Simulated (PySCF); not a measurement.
C₂H₄Cl₂, singlet, geometry from GFN2-xTB; CCSD/cc-pVDZ run with PySCF.

PySCF was given this input:
```python
from pyscf import gto, scf, cc

mol = gto.Mole()
mol.atom = '''
    C    -1.614984   -0.561330    0.305070
    C    -0.178735   -0.140469    0.510168
    Cl    0.918676   -1.178009   -0.437013
    Cl    0.053482    1.555517    0.012515
    H    -1.889725   -0.475870   -0.743393
    H    -1.741539   -1.594524    0.620602
    H    -2.270123    0.075505    0.895238
    H     0.136999   -0.211960    1.552579
'''
mol.basis = 'cc-pvdz'
mol.charge = 0
mol.spin = 0
mol.verbose = 4
mol.max_memory = 1800
mol.build()

mf = scf.RHF(mol)
mf.kernel()

mycc = cc.CCSD(mf, frozen=12)
mycc.kernel()
print('E(CCSD) = %.10f' % mycc.e_tot)
```

Task: Write the output that PySCF gives for this input, abridged.

Result: 
```
PySCF version 2.14.0

[INPUT] verbose = 4
[INPUT] num. atoms = 8
[INPUT] num. electrons = 50
[INPUT] charge = 0
[INPUT] spin (= nelec alpha-beta = 2S) = 0
[INPUT] symmetry False subgroup None
[INPUT] Mole.unit = angstrom
[INPUT] Symbol           X                Y                Z      unit          X                Y                Z       unit  Magmom
[INPUT]  1 C     -1.614984000000  -0.561330000000   0.305070000000 AA   -3.051877455555  -1.060759965502   0.576498748821 Bohr   0.0
[INPUT]  2 C     -0.178735000000  -0.140469000000   0.510168000000 AA   -0.337760198874  -0.265447938992   0.964077797517 Bohr   0.0
[INPUT]  3 Cl     0.918676000000  -1.178009000000  -0.437013000000 AA    1.736046037211  -2.226114382273  -0.825834882875 Bohr   0.0
[INPUT]  4 Cl     0.053482000000   1.555517000000   0.012515000000 AA    0.101066332594   2.939501112105   0.023649922449 Bohr   0.0
[INPUT]  5 H     -1.889725000000  -0.475870000000  -0.743393000000 AA   -3.571062700744  -0.899263970897  -1.404809172919 Bohr   0.0
[INPUT]  6 H     -1.741539000000  -1.594524000000   0.620602000000 AA   -3.291031745249  -3.013213659046   1.172767812357 Bohr   0.0
[INPUT]  7 H     -2.270123000000   0.075505000000   0.895238000000 AA   -4.289910739076   0.142683771035   1.691754636303 Bohr   0.0
[INPUT]  8 H      0.136999000000  -0.211960000000   1.552579000000 AA    0.258890589339  -0.400546349363   2.933949096751 Bohr   0.0

nuclear repulsion = 209.707639363445
number of shells = 32
number of NR pGTOs = 162
number of NR cGTOs = 84
basis = cc-pvdz
ecp = {}

******** <class 'pyscf.scf.hf.RHF'> ********
method = RHF
initial guess = minao
damping factor = 0
level_shift factor = 0
DIIS = <class 'pyscf.scf.diis.CDIIS'>
diis_start_cycle = 1
diis_space = 8
diis_damp = 0
SCF conv_tol = 1e-09
SCF conv_tol_grad = None
SCF max_cycles = 50
direct_scf = True
direct_scf_tol = 1e-13
Set gradient conv threshold to 3.16228e-05
Initial guess from minao.
init E= -997.584091116813
  HOMO = -0.342665089672967  LUMO = 0.0667397755220542  gap/eV = 11.14047
cycle= 1 E= -996.969921102785  delta_E= 0.614  |g|= 0.573  |ddm|= 2.36
  HOMO = -0.429409386816398  LUMO = 0.0905189648036426  gap/eV = 14.14797
cycle= 2 E= -997.033393399659  delta_E= -0.0635  |g|= 0.407  |ddm|= 0.811
  HOMO = -0.430154297411578  LUMO = 0.152293652715299  gap/eV = 15.84922
cycle= 3 E= -997.073553244911  delta_E= -0.0402  |g|= 0.0438  |ddm|= 0.315
  HOMO = -0.43565216124541  LUMO = 0.157022767572772  gap/eV = 16.12751
cycle= 4 E= -997.074699295316  delta_E= -0.00115  |g|= 0.00883  |ddm|= 0.0963
  HOMO = -0.433948974477486  LUMO = 0.157688086795178  gap/eV = 16.09926
cycle= 5 E= -997.07474931086  delta_E= -5e-05  |g|= 0.00308  |ddm|= 0.0212
  HOMO = -0.434714154559732  LUMO = 0.157605455139396  gap/eV = 16.11784
cycle= 6 E= -997.074755921463  delta_E= -6.61e-06  |g|= 0.000925  |ddm|= 0.00844
  HOMO = -0.434787450633145  LUMO = 0.157707656788873  gap/eV = 16.12261
cycle= 7 E= -997.074756545051  delta_E= -6.24e-07  |g|= 0.000216  |ddm|= 0.00265
  HOMO = -0.434800811984026  LUMO = 0.157727564998301  gap/eV = 16.12352
cycle= 8 E= -997.074756576268  delta_E= -3.12e-08  |g|= 5.44e-05  |ddm|= 0.000563
  HOMO = -0.434808930149508  LUMO = 0.157722984712946  gap/eV = 16.12361
cycle= 9 E= -997.074756577872  delta_E= -1.6e-09  |g|= 1.32e-05  |ddm|= 0.000113
  HOMO = -0.434809948747056  LUMO = 0.157722522153221  gap/eV = 16.12363
cycle= 10 E= -997.074756577979  delta_E= -1.07e-10  |g|= 3.42e-06  |ddm|= 3.23e-05
  HOMO = -0.434809983264075  LUMO = 0.15772250185061  gap/eV = 16.12363
Extra cycle  E= -997.074756577993  delta_E= -1.34e-11  |g|= 1.52e-06  |ddm|= 6.98e-06
converged SCF energy = -997.074756577993

******** <class 'pyscf.cc.ccsd.CCSD'> ********
CC2 = 0
CCSD nocc = 13, nmo = 72
frozen orbitals 12
max_cycle = 50
direct = 0
conv_tol = 1e-07
conv_tol_normt = 1e-05
diis_space = 6
diis_start_cycle = 0
diis_start_energy_diff = 1e+09
Init t2, MP2 energy = -997.634912845033  E_corr(MP2) -0.560156267040192
Init E_corr(CCSD) = -0.560156267041402
cycle = 1  E_corr(CCSD) = -0.590135122459058  dE = -0.0299788554  norm(t1,t2) = 0.0528759
cycle = 2  E_corr(CCSD) = -0.602532440204532  dE = -0.0123973177  norm(t1,t2) = 0.0160025
cycle = 3  E_corr(CCSD) = -0.604840014784035  dE = -0.00230757458  norm(t1,t2) = 0.00643056
cycle = 4  E_corr(CCSD) = -0.606225486236509  dE = -0.00138547145  norm(t1,t2) = 0.00221176
cycle = 5  E_corr(CCSD) = -0.606186485192482  dE = 3.9001044e-05  norm(t1,t2) = 0.000497147
cycle = 6  E_corr(CCSD) = -0.606157171200696  dE = 2.93139918e-05  norm(t1,t2) = 0.00011415
cycle = 7  E_corr(CCSD) = -0.606159328125653  dE = -2.15692496e-06  norm(t1,t2) = 5.29404e-05
cycle = 8  E_corr(CCSD) = -0.606161634772643  dE = -2.30664699e-06  norm(t1,t2) = 1.6272e-05
cycle = 9  E_corr(CCSD) = -0.606160806074673  dE = 8.2869797e-07  norm(t1,t2) = 6.80749e-06
cycle = 10  E_corr(CCSD) = -0.606160842822937  dE = -3.67482638e-08  norm(t1,t2) = 2.40963e-06
CCSD converged
E(CCSD) = -997.6809174208155  E_corr = -0.606160842822937
E(CCSD) = -997.6809174208
```
